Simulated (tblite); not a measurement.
Run record: tight-binding relaxation, `CC(=S)[C+]=[C]C(=O)O` [radical].

Computed with GFN2-xTB geometry optimisation, gas phase (tblite 0.8.0). Start geometry: from a force field or distance geometry. The command runs a driver script over a list of jobs; the input below is this job's line of settings and its coordinates in Å.

Command:
```bash
OMP_NUM_THREADS=1 python probes_run.py task.json out
```

Input:
```
{"job": {"kind": "relax", "xc": "GFN2-xTB", "basis": "xTB"}, "charge": 1, "multiplicity": 2}
C     -2.272400    -0.814400    -0.696000
C     -1.582000     0.079200     0.275500
S     -2.335700     0.920800     1.495700
C     -0.141700     0.171300     0.218600
C      1.056900     0.227000     0.178000
C      2.483700     0.300100     0.102600
O      3.191700    -0.634000    -0.233000
O      2.999800     1.504900     0.445300
H     -3.337400    -0.563200    -0.777600
H     -1.826100    -0.715400    -1.679600
H     -2.192400    -1.854700    -0.372100
H      3.956900     1.377900     0.352100
```

Output:
```
step      E/eV     max force
  0    -640.54321    2.246
  1    -640.61470    2.794
  2    -640.65605    1.555
  3    -640.67956    0.731
  4    -640.69160    0.412
  5    -640.70889    0.534
  6    -640.72331    0.298
  7    -640.72799    0.171
  8    -640.73201    0.089
  9    -640.73282    0.069
... (102 lines left out)
112    -640.77575    0.046
113    -640.77577    0.036
114    -640.77581    0.018
115    -640.77583    0.022
116    -640.77586    0.012
117    -640.77589    0.014
118    -640.77594    0.020
119    -640.77599    0.023
120    -640.77603    0.021
121    -640.77604    0.007
```

«max force» is the largest atomic force in eV/Å.

Q: From which step on does the largest force stay under 0.1 eV/Å, and how much energy is left to gain from there?

A: From step 110 (0.063 eV/Å), 0.6 meV above the end.

Summary of the converged run: energy lowered by 5.4 kcal/mol over 121 steps; largest atomic force 0.007 eV/Å at the end.

Q: Give the final coordinates.

A: 0.634 Å rms from the input after alignment:
```
atom  x, y, z in Å
C1    -2.2231   -0.6440   -0.8089
C2    -1.5760   -0.0624    0.3827
S3    -2.3889    0.3914    1.7306
C4    -0.1841    0.0998    0.3680
C5     1.0162    0.2483    0.3225
C6     2.4767    0.3050    0.3778
O7     3.0632   -0.4539    1.0962
O8     2.9694    1.2275   -0.4035
H9    -3.2992   -0.7341   -0.6845
H10   -2.0029   -0.0259   -1.6838
H11   -1.7924   -1.6268   -1.0202
H12    3.9423    1.2745   -0.3676
```

The run took 0.77 s on Arm Neoverse V1, one thread, shared host with 32 logical CPUs at a one-minute load of 19.
Labels such as C1 count atoms from 1, the log's own numbers from 0.
